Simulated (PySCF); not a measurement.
## Deuteron quadrupole couplings in N-methyldiacetamide

N-methyldiacetamide, C5H9NO2.
Z-matrix (Å and degrees, GFN2-xTB geometry), rows numbered from 1:
```
C 
C   1  1.5099
O   2  1.2082  1  121.15
N   2  1.3854  1  115.46  3  -180.00
C   4  1.4538  2  119.79  1    -0.93
C   4  1.4064  2  124.78  1   179.38
C   6  1.4949  4  118.38  2    -1.19
O   6  1.2083  4  119.46  2   178.98
H   1  1.0873  2  110.92  3   118.89
H   1  1.0871  2  107.76  3    -0.47
H   1  1.0870  2  111.18  3  -120.03
H   5  1.0896  4  111.06  2   -61.47
H   5  1.0893  4  107.26  2   179.73
H   5  1.0894  4  111.01  2    60.82
H   7  1.0873  6  110.65  4    60.64
H   7  1.0871  6  110.77  4   -58.15
H   7  1.0876  6  107.98  4  -178.83
```

Level: B3LYP/pcJ-1 (PySCF, non-relativistic); Q(2H) = 0.00286 b; rigid geometry, the same for H and D, with no vibrational averaging.

Problem. Rank these positions by the coupling χzz of a deuteron there, largest first.
A. H11 (methyl hydrogen)
B. H12 (methyl hydrogen)
C. H13 (methyl hydrogen)

Solution. A (204 kHz), B (198 kHz), C (186 kHz).

Problem. What are Vzz, η and χzz (234.96 MHz × Q × Vzz) at all hydrogens?

Solution. 
```json
{"atom": "H9", "bonded to": "C1", "bond length (Å)": "1.087", "Vzz (au)": "0.3026", "η": "0.04", "χzz (kHz)": "203"}
{"atom": "H10", "bonded to": "C1", "bond length (Å)": "1.087", "Vzz (au)": "0.2982", "η": "0.02", "χzz (kHz)": "200"}
{"atom": "H11", "bonded to": "C1", "bond length (Å)": "1.087", "Vzz (au)": "0.3028", "η": "0.04", "χzz (kHz)": "204"}
{"atom": "H12", "bonded to": "C5", "bond length (Å)": "1.090", "Vzz (au)": "0.2945", "η": "0.08", "χzz (kHz)": "198"}
{"atom": "H13", "bonded to": "C5", "bond length (Å)": "1.089", "Vzz (au)": "0.2771", "η": "0.06", "χzz (kHz)": "186"}
{"atom": "H14", "bonded to": "C5", "bond length (Å)": "1.089", "Vzz (au)": "0.2949", "η": "0.08", "χzz (kHz)": "198"}
{"atom": "H15", "bonded to": "C7", "bond length (Å)": "1.087", "Vzz (au)": "0.3002", "η": "0.07", "χzz (kHz)": "202"}
{"atom": "H16", "bonded to": "C7", "bond length (Å)": "1.087", "Vzz (au)": "0.3005", "η": "0.07", "χzz (kHz)": "202"}
{"atom": "H17", "bonded to": "C7", "bond length (Å)": "1.088", "Vzz (au)": "0.2985", "η": "0.03", "χzz (kHz)": "201"}
```

Geometry: GFN2-xTB, one conformer, isolated molecule. GFN2-xTB bond lengths can be off by several hundredths of an ångström, more for odd bonds, and the gradients follow them. With a basis this small, the couplings can be 20 % off.

These values come from a run that also computed spin–spin couplings. On an Arm Neoverse V2 with one thread, on a shared host, this took 87 s of wall time.
